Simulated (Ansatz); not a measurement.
Reaction (formal hydrolysis of a Ge–Si bond): `[BH2][GeH]([CH3])[SiH3]` + H₂O → `[BH2][GeH]([CH3])[OH]` + SiH₄

Calculated with Ansatz (gas phase, PBE0-D4/def2-TZVP geometries, no zero-point term in ΔE). CCSD(T)/CBS is the MP2 limit (def2-TZVPP, def2-QZVPP) plus CCSD(T) − MP2 in def2-TZVPP, frozen cores. This one scheme is used for every species. DFT in def2-TZVPP. For Ge outer-core shells are correlated without core-valence functions, which leaves a few kJ/mol of doubt a bond. Scalar relativity is left out up to krypton. Each species was taken in one conformer, which may not be the lowest.

| level | ΔE (kJ/mol) |
| --- | --- |
| ωB97X-V | -11.6 |
| PBE | 6.7 |
| MP2/def2-TZVPP | -7.6 |
| SCS-MP2/def2-TZVPP | -17.0 |

Question: What does CCSD(T)/CBS give? (An estimate is asked.)

Answer: The calculation gave: -0.8 kJ/mol. The listed levels differ from it by -10.8, 7.5, -6.8, -16.2 kJ/mol.

Largest T1 diagnostic among the species: 0.012.

The D4 term adds +6.6 kJ/mol with B3LYP and +3.9 kJ/mol with PBE0; it sums over pairs of atoms, weighted by their polarisabilities, and B3LYP, whose exchange is more repulsive, gets the larger term. In def2-TZVPP, CCSD(T) changes the Hartree–Fock value by +27.7 kJ/mol (the triples alone add +3.0 kJ/mol) and MP2 by +27.1 kJ/mol.

CCSD(T)/CBS has its own doubt, a few kJ/mol and more with outer-core shells, so smaller differences from it don't rank the levels.

B3LYP here is the variant with VWN-RPA as its local correlation; programs differ in this.
